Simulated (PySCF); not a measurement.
**Dipole response of Ru (ruthenium, neutral)**

[Kr] 4d6 5s2, high-spin 5D determinant (an excited configuration). All numbers are calculated (PySCF 2.14, scalar relativity through the core potential, in aug-cc-pVTZ-PP with one added diffuse shell each of s, p, d, f, g type with ECP28MDF (7s7p6d4f3g, 113 functions)). Coupled (time-dependent) response in atomic units; α is the mean over directions.

```json
{"method": "PW91", "mean α (bohr³)": "70.93", "α xx, yy, zz": "70.14, 70.14, 72.50", "C₆ (like pair)": "767.7", "S(−4)": "2559"}
```

S(−4) is the Cauchy moment in α(ω) = α(0) + S(−4) ω² + …

Spin-orbit coupling is absent.

α(iu) at PW91:

| u (hartree) | α(iu) (bohr³) |
| --- | --- |
| 0 | 70.93 |
| 0.0500 | 65.26 |
| 0.100 | 53.72 |
| 0.200 | 34.14 |
| 0.300 | 23.09 |
| 0.500 | 13.10 |
| 0.750 | 8.143 |
| 1.00 | 5.741 |
| 1.50 | 3.410 |
| 2.00 | 2.286 |
| 3.00 | 1.231 |
| 5.00 | 0.5145 |

The components differ because the open shell of this determinant is not spherical; for a pure term their mean is the scalar polarisability.

Energies and moments cover only the electrons outside the core potential.
